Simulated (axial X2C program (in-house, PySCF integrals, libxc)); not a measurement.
## Potential curves of RuS⁺, 2c

Computed with an axial X2C code built on PySCF integrals. Two-component (2c) means X2C with spin–orbit coupling and atomic mean-field two-electron Coulomb and Gaunt terms. Basis: Ru dyall-cv3z [12s12p8d5f3g], S dyall-av3z [9s8p3d2f] (cores contracted in-house); Gaussian nuclei, density fitting, unrestricted open shells. Masses: Ru 101.904 u, S 31.972 u.

State: Ω = 5/2 (⟨Sz⟩ = 2.48, ⟨Lz⟩ = 0.02 at HF). Energies in eV from the lowest point of each curve. Fits are polynomials in 1 − R0/R over 0.85 to 1.23 times the lowest point R0.

```json
{"R (Å)": "1.8409", "HF": "1.9393", "MP2": "0.7195"}
{"R (Å)": "1.9256", "HF": "1.1113", "MP2": "0.2057"}
{"R (Å)": "1.9890", "HF": "0.6980", "MP2": "0.0391"}
{"R (Å)": "2.0525", "HF": "0.4136", "MP2": "0.0000"}
{"R (Å)": "2.1160", "HF": "0.2252", "MP2": "0.0494"}
{"R (Å)": "2.1901", "HF": "0.0927", "MP2": "0.1780"}
{"R (Å)": "2.2641", "HF": "0.0253", "MP2": "0.3476"}
{"R (Å)": "2.3593", "HF": "0.0000", "MP2": "0.5852"}
{"R (Å)": "2.4757", "HF": "0.0248", "MP2": "0.8650"}
{"R (Å)": "2.6450", "HF": "0.1145", "MP2": "1.2144"}
```

Correlated methods: 13 electrons correlated (number of frozen shells: Ru 4 s, 3 p, 1 d; S 2 s, 1 p), 291 virtual spin orbitals or spinors in MP2.

One determinant describes the state; a PBE0 search over occupations chose it and may have missed a lower one. PBE0 can misorder states that lie within some tenths of an eV, so this need not be the ground state of the molecule. The nearest other 2c determinant of the search, Ω = 9/2, lies 0.43 eV up at the distance of the search. With several unpaired electrons one determinant need not be a pure state. This is the top spin component of a Σ state; components of lower Ω are not single determinants and can lie lower. MP2 and coupled cluster on one determinant become unreliable at the stretched end.

(1) Fit the HF curve near its minimum: give the equilibrium distance and the harmonic wavenumber.

(2) Fit the MP2 curve near its minimum: give the equilibrium distance and the harmonic wavenumber.

Results:

(1) At HF, 2c: Re = 2.360 Å, ωe ≈ 226 cm⁻¹; Be follows as 0.124 cm⁻¹.

(2) At MP2, 2c: Re = 2.045 Å, ωe ≈ 505 cm⁻¹; Be follows as 0.166 cm⁻¹.
